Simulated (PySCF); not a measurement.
PySCF input (M06-2X/6-311+G**):

```python
from pyscf import gto, dft

mol = gto.M(
    atom='''
    C    -1.02295600    0.16202200   -0.18222500
    S     0.50216900   -0.03524600    0.06037700
    H    -1.89697100   -0.40818900    0.12730900
    ''',
    basis='6-311+g**',
    charge=0,
    spin=1,
    verbose=4,
)

mf = dft.UKS(mol, xc='m062x')
mf.grids.level = 4
mf.conv_tol = 1e-9
mf.max_cycle = 100
mf.max_memory = 1500
mf.kernel()
if not mf.converged:
    mf = mf.newton()
    mf.kernel(mf.make_rdm1())
mo, _, stable, _ = mf.stability(return_status=True)
if not stable:
    mf.kernel(mf.make_rdm1(mo, mf.mo_occ))
    stable = mf.stability(return_status=True)[2]
mf.dip_moment()
```

Output:

```
PySCF version 2.14.0

[INPUT] verbose = 4
[INPUT] num. atoms = 3
[INPUT] num. electrons = 23
[INPUT] charge = 0
[INPUT] spin (= nelec alpha-beta = 2S) = 1
[INPUT] symmetry False subgroup None
[INPUT] Mole.unit = angstrom
[INPUT] Symbol           X                Y                Z      unit          X                Y                Z       unit  Magmom
[INPUT]  1 C     -1.022956000000   0.162022000000  -0.182225000000 AA   -1.933106677481   0.306177206154  -0.344355343049 Bohr   0.0
[INPUT]  2 S      0.502169000000  -0.035246000000   0.060377000000 AA    0.948961878247  -0.066605286986   0.114095994223 Bohr   0.0
[INPUT]  3 H     -1.896971000000  -0.408189000000   0.127309000000 AA   -3.584755656242  -0.771365417060   0.240579143192 Bohr   0.0

nuclear repulsion = 39.0334716033613
number of shells = 28
number of NR pGTOs = 92
number of NR cGTOs = 58
basis = 6-311+g**
ecp = {}

******** <class 'pyscf.dft.uks.UKS'> ********
method = UKS
initial guess = minao
damping factor = 0
level_shift factor = 0
DIIS = <class 'pyscf.scf.diis.CDIIS'>
diis_start_cycle = 1
diis_space = 8
diis_damp = 0
SCF conv_tol = 1e-09
SCF conv_tol_grad = None
SCF max_cycles = 100
direct_scf = True
direct_scf_tol = 1e-13
number electrons alpha = 12  beta = 11
XC library pyscf.dft.libxc version 7.1.2
    S. Lehtola, C. Steigemann, M. J. T. Oliveira, and M. A. L. Marques,  SoftwareX 7, 1–5 (2018)
XC functionals = m062x
    Y. Zhao and D. G. Truhlar,  Theor. Chem. Acc. 120, 215 (2008)
    Y. Zhao and D. G. Truhlar,  Theor. Chem. Acc. 120, 215 (2008)
radial grids:
    Treutler-Ahlrichs [JCP 102, 346 (1995); DOI:10.1063/1.469408] (M4) radial grids

becke partition: Becke, JCP 88, 2547 (1988); DOI:10.1063/1.454033
pruning grids: <function nwchem_prune>
grids dens level: 4
symmetrized grids: False
atomic radii adjust function: <function treutler_atomic_radii_adjust>
small_rho_cutoff = 0
Set gradient conv threshold to 3.16228e-05
tot grids = 73008
init E= -436.916570185456
  alpha nocc = 12  HOMO = -0.151180446388798  LUMO = -0.1060771191207
  beta  nocc = 11  HOMO = -0.362500310426214  LUMO = -0.151180446388801

WARN: HOMO -0.151180446388798 >= LUMO -0.151180446388801

cycle= 1 E= -436.77092752177  delta_E= 0.146  |g|= 0.144  |ddm|=  1.2
  alpha nocc = 12  HOMO = -0.258774373539989  LUMO = -0.0627959986472807
  beta  nocc = 11  HOMO = -0.374468954799281  LUMO = -0.0771925272067353
  HOMO = -0.25877437354  LUMO = -0.0771925272067  gap/eV = 4.94109
cycle= 2 E= -436.760175224946  delta_E= 0.0108  |g|= 0.209  |ddm|= 0.312
  alpha nocc = 12  HOMO = -0.254054391138874  LUMO = -0.0468424969471188
  beta  nocc = 11  HOMO = -0.368208555143239  LUMO = -0.061975060346724
  HOMO = -0.254054391139  LUMO = -0.0619750603467  gap/eV = 5.22674
cycle= 3 E= -436.784027941815  delta_E= -0.0239  |g|= 0.0276  |ddm|= 0.185
  alpha nocc = 12  HOMO = -0.256296848614598  LUMO = -0.0450228641940107
  beta  nocc = 11  HOMO = -0.366634056517641  LUMO = -0.060111391398002
  HOMO = -0.256296848615  LUMO = -0.060111391398  gap/eV = 5.33848
cycle= 4 E= -436.784462082187  delta_E= -0.000434  |g|= 0.00573  |ddm|= 0.0298
  alpha nocc = 12  HOMO = -0.256919006032476  LUMO = -0.0439520718591711
  beta  nocc = 11  HOMO = -0.36562908593782  LUMO = -0.0584203356433954
  HOMO = -0.256919006032  LUMO = -0.0584203356434  gap/eV = 5.40142
cycle= 5 E= -436.784537493279  delta_E= -7.54e-05  |g|= 0.00279  |ddm|= 0.0197
  alpha nocc = 12  HOMO = -0.257229689151837  LUMO = -0.0437181782359774
  beta  nocc = 11  HOMO = -0.365376331719415  LUMO = -0.0580385127446788
  HOMO = -0.257229689152  LUMO = -0.0580385127447  gap/eV = 5.42027
cycle= 6 E= -436.784566392813  delta_E= -2.89e-05  |g|= 0.00166  |ddm|= 0.00807
  alpha nocc = 12  HOMO = -0.257297161892079  LUMO = -0.0434383650154187
  beta  nocc = 11  HOMO = -0.365171336821833  LUMO = -0.0576282614261331
  HOMO = -0.257297161892  LUMO = -0.0576282614261  gap/eV = 5.43327
cycle= 7 E= -436.784583668997  delta_E= -1.73e-05  |g|= 0.00079  |ddm|= 0.00791
  alpha nocc = 12  HOMO = -0.257355160741555  LUMO = -0.0433088490376436
  beta  nocc = 11  HOMO = -0.365199181463246  LUMO = -0.0574842021207154
  HOMO = -0.257355160742  LUMO = -0.0574842021207  gap/eV = 5.43877
cycle= 8 E= -436.784588149374  delta_E= -4.48e-06  |g|= 0.000234  |ddm|= 0.00531
  alpha nocc = 12  HOMO = -0.257313818268267  LUMO = -0.0432457764577065
  beta  nocc = 11  HOMO = -0.365158722901484  LUMO = -0.0574261230418396
  HOMO = -0.257313818268  LUMO = -0.0574261230418  gap/eV = 5.43922
cycle= 9 E= -436.784588447953  delta_E= -2.99e-07  |g|= 9.11e-05  |ddm|= 0.00146
  alpha nocc = 12  HOMO = -0.257332919221886  LUMO = -0.0432512794761671
  beta  nocc = 11  HOMO = -0.36518395879017  LUMO = -0.0574375140031544
  HOMO = -0.257332919222  LUMO = -0.0574375140032  gap/eV = 5.43943
cycle= 10 E= -436.784588478716  delta_E= -3.08e-08  |g|= 3.7e-05  |ddm|= 0.000382
  alpha nocc = 12  HOMO = -0.257327638746235  LUMO = -0.043239267570152
  beta  nocc = 11  HOMO = -0.365174988157443  LUMO = -0.0574319160206428
  HOMO = -0.257327638746  LUMO = -0.0574319160206  gap/eV = 5.43944
cycle= 11 E= -436.784588484353  delta_E= -5.64e-09  |g|= 1.48e-05  |ddm|= 0.000149
  alpha nocc = 12  HOMO = -0.257328040715459  LUMO = -0.043238857604853
  beta  nocc = 11  HOMO = -0.365176823102522  LUMO = -0.057434849335333
  HOMO = -0.257328040715  LUMO = -0.0574348493353  gap/eV = 5.43937
cycle= 12 E= -436.784588485135  delta_E= -7.82e-10  |g|= 4.17e-06  |ddm|= 6.1e-05
  alpha nocc = 12  HOMO = -0.257327903312807  LUMO = -0.0432386291557296
  beta  nocc = 11  HOMO = -0.365176788725331  LUMO = -0.0574355354500067
  HOMO = -0.257327903313  LUMO = -0.05743553545  gap/eV = 5.43935
Extra cycle  E= -436.784588485179  delta_E= -4.47e-11  |g|= 2.33e-06  |ddm|= 1.15e-05
converged SCF energy = -436.784588485179  <S^2> = 0.75713445  2S+1 = 2.0071218
uhf_internal: lowest eigs of H = [0.07752021 0.18224494 0.26168834]
<class 'pyscf.dft.uks.UKS'> wavefunction is stable in the internal stability analysis
Dipole moment(X, Y, Z, Debye): -0.58551, -0.86243,  0.52277
```

The geometry given is a B3LYP-D3(BJ)/def2-TZVP minimum.
